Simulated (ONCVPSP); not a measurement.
## F: from the effect back to the setting (ONCV)

Base potential:

- Element: fluorine (F)
- Generator: ONCVPSP 4.0.1
- Type: optimised norm-conserving Vanderbilt (ONCV)
- Functional: LDA (Perdew-Wang 92)
- Relativity: scalar-relativistic
- Frozen core: [He]
- Valence charge: 7
- Reference configuration: 2s2 2p5
- Partial waves: 2s: rc 0.65 bohr, ncon 3, nbas 6, qcut 11.9 1/bohr, 2 projectors, debl 1.2 Ha; 2p: rc 1.45 bohr, ncon 4, nbas 8, qcut 10.4 1/bohr, 3 projectors, debl 2.7 Ha; d scattering state at 0.11 Ha: rc 1.25 bohr, ncon 3, nbas 6, qcut 8.9 1/bohr, 2 projectors, debl 2.2 Ha
- Local potential: polynomial inside 0.60 bohr (lpopt 5, dvloc0 0 Ha)
- Core correction: none

Cutoffs, loose and tight: the cutoffs (Ha) at which the residual kinetic energy of the hardest occupied pseudo-wave falls to 1 and 0.1 mHa per electron. They do not see the model core or the augmentation charge, which bear on the density cutoff. Test errors are all-electron minus pseudo excitation energies from the reference, over the configurations 2s2 2p4; 2s2 2p3; 2s2 2p2; 2s1 2p5; variants that change the core or the reference have their own tests.

Only the scale of all radii (base = 1) is moved:

| scale of all radii (base = 1) | cutoff, loose | cutoff, tight | bound ghosts | largest test error (meV) | median size of the test errors |
| --- | --- | --- | --- | --- | --- |
| 0.78 | 289 Ha | 734 Ha | s | +468 | 63.7 meV |
| 0.83 | 56 Ha | 322 Ha | s | +547 | 76.2 meV |
| 0.9 | 56 Ha | 72 Ha | none | +697 | 100.1 meV |
| 0.98 | 57 Ha | 71 Ha | none | +914 | 135.4 meV |
| 1.03 | 57 Ha | 71 Ha | none | +1067 | 161.4 meV |
| 1.1 | 55 Ha | 68 Ha | none | +1293 | 198.8 meV |
| 1.13 | 54 Ha | 66 Ha | none | +1377 | 214.3 meV |
| 1.27 | 50 Ha | 62 Ha | none | +1929 | 311.6 meV |
| 1.33 | 49 Ha | 59 Ha | none | +2231 | 366.5 meV |

**Question.** One more run gave cutoff, loose: 53 Ha; cutoff, tight: 64 Ha; bound ghosts: none; largest test error (meV): +1565; median size of the test errors: 247.2 meV. Which value of the scale of all radii (base = 1) was used?

**Answer.** 1.19. The median size of the test errors moves one way along this sweep, from 63.7 meV at 0.78 to 366.5 meV at 1.33, which places the run between 1.13 and 1.27.
